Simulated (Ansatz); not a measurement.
The cluster Sr5O6, relaxed as a singlet with RKS PBE-D4/def2-SVP in Ansatz, starting from the GFN1-xTB geometry. Force threshold 0.03 eV/Å.

In the def2 sets Sr takes a core potential; there is no spin–orbit coupling. The structure holds one bond between oxygen atoms, so isomers without such links may lie far lower. The structure comes from a short search, and lower isomers may exist.

Start:

```xyz
11

Sr    1.2070   -0.6581    1.3874
Sr    0.3145    2.1615   -0.6123
Sr    1.4059   -0.7771   -2.0685
Sr   -1.4833    1.0787    2.7114
Sr   -1.7469   -0.5183   -0.9021
O     0.1820   -1.7675   -0.2120
O    -1.5385    1.2903    0.5533
O     0.2743    0.0443    3.2135
O    -0.3232   -2.2882   -1.5088
O    -0.3302    0.7575   -2.2868
O     2.0384    0.6769   -0.2751
```

```tsv
step	energy (eV)	largest force component (eV/Å)	SCF passes
1	-16450.3396	1.878	26
2	-16450.8780	0.399	28
3	-16450.9148	0.168	24
4	-16450.9324	0.094	24
5	-16450.9590	0.258	29
6	-16450.9936	0.208	29
7	-16451.0052	0.101	23
8 (rejected)	-16451.0047	0.231	23
9 (rejected)	-16451.0043	0.097	22
10	-16451.0080	0.027	24
```

Force components are those of the run's own axes.

End:

Cartesian coordinates in Å:
```
Sr 0.999 -0.538 1.424
Sr 0.333 2.200 -0.691
Sr 1.434 -0.733 -2.119
Sr -1.558 1.266 2.965
Sr -1.763 -0.558 -1.056
O 0.153 -1.875 -0.374
O -1.114 0.937 0.747
O 0.208 0.227 3.460
O -0.328 -2.370 -1.707
O -0.354 0.751 -2.308
O 1.990 0.695 -0.340
```

Bonds formed: Sr1–O7 (atoms count from 1).

No frequencies were taken in this run, so the end may be a saddle point.

Run time 45 s (4 threads of Arm Neoverse V1 on a shared host).
